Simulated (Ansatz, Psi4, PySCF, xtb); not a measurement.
Pair of molecules: H2O (SMILES O) (first 3 atoms) with C2H3N (SMILES CC#N); geometry from B3LYP-D3(BJ)/def2-TZVP, rigid monomers moved along the line of their centres of mass till H2···N6 is 2.37 Å.
(charge 0, multiplicity 1):
| atom | x (Å) | y (Å) | z (Å) |
|---|---|---|---|
| O | -0.1208 | 0.1615 | -0.8812 |
| H | 0.0224 | 0.1125 | 0.0755 |
| H | -1.0409 | 0.4239 | -0.9777 |
| C | 0.8783 | -0.1661 | 4.9407 |
| C | 0.5082 | -0.0514 | 3.5404 |
| N | 0.2182 | 0.0385 | 2.4336 |
| H | 1.2873 | -1.1571 | 5.1383 |
| H | 1.6305 | 0.5825 | 5.1902 |
| H | 0.0036 | -0.0124 | 5.5728 |

Interaction energies are E(AB) − E(A) − E(B) at the monomers' geometry in the complex; basis-set methods are counterpoise corrected. Rows marked so take none.

Frozen-core correlation. Rows in 6-31G* carry no dispersion term and start afresh at each structure (6-31G* with six Cartesian d functions). MP2/6-31G* freezes PySCF's default core.

Run with Ansatz (a quantum-chemistry and plane-wave program); Psi4 for SAPT; PySCF for 6-31G* rows, the dispersion terms; xtb for the GFN methods. 

| level | interaction energy (meV) |
|---|---|
| GFN1-xTB | -135.9 |
| HF/aug-cc-pVDZ | -155.7 |
| PBE-D4/def2-TZVPPD | … |
| BP86/6-31G* (no counterpoise) | … |
| r2SCAN/def2-TZVPPD | -181.1 |
| B3LYP-D4/def2-TZVPPD | -193.1 |
| PBE0/def2-TZVPPD | -181.5 |
| MP2/6-31G* | -181.8 |
| SAPT0/jun-cc-pV(D+d)Z | -196.4 |

**Question.** Complete the blanks.

**Answer.** 
- PBE-D4/def2-TZVPPD, interaction energy (meV): -200.8
- BP86/6-31G* (no counterpoise), interaction energy (meV): -188.5
